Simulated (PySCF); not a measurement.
Species: C5H6O2.
Geometry (GFN2-xTB, Å), atoms numbered from 1 in this order:
```
atom  x, y, z in Å
C1    -1.395    0.809    0.289
C2    -0.624   -0.206   -0.567
O3    -1.138   -1.512   -0.450
C4     0.814   -0.126   -0.231
C5     1.892   -0.799    0.240
C6     2.055    0.581   -0.068
O7     2.698    1.582   -0.138
H8    -2.451    0.772    0.034
H9    -1.018    1.811    0.108
H10   -1.279    0.575    1.347
H11   -0.742    0.051   -1.628
H12   -1.076   -1.795    0.470
H13    2.260   -1.743    0.577
```

Level of theory: TDDFT wB97X-D/def2-SVPD, vertical, gas phase, core orbitals frozen in the response (PySCF 2.14.0, density-fitted response routines).

Transition dipole moments from the ground state, in atomic units and in the frame of the coordinates above (overall signs are arbitrary), for the states with f of 0.002 or more among the lowest 8:

| state | E (hartree) | μx | μy | μz |
| --- | --- | --- | --- | --- |
| S4 | 0.2488 | 0.750 | -0.364 | 0.187 |
| S5 | 0.2682 | 0.225 | -0.068 | -0.100 |
| S6 | 0.2731 | 0.296 | -0.142 | 0.082 |
| S8 | 0.2893 | -0.056 | 0.086 | -0.216 |

Q: What oscillator strength does each state have?

A: f = (2/3) ΔE |μ|² with ΔE in hartree (27.2114 eV).

```
state  |μ|² (au)  |μ| (D)      f
   S4      0.729     2.17  0.121
   S5      0.065     0.65  0.012
   S6      0.114     0.86  0.021
   S8      0.057     0.61  0.011
```

Q: Which bond between heavy atoms lies closest to the direction of the S4 transition dipole?

A: C4–C5, at 10° from it; next C2–C4 at 28°.

Q: What angle do the transition dipoles of S4 and S6 make?

A: |cos θ| = |μa·μb| / (|μa| |μb|) = 1.00, so θ ≈ 1° (taken between 0 and 90°, since the signs are arbitrary).

Q: What peak molar absorption coefficient would the strongest computed level give as a lone Gaussian band 0.5 eV wide at half height?

A: ε(max) = 2.175×10⁸ f / FWHM, with the width in cm⁻¹. S4: 2.175×10⁸ × 0.1210 / 4033 ≈ 6500 L mol⁻¹ cm⁻¹.

One conformer stands for the species.
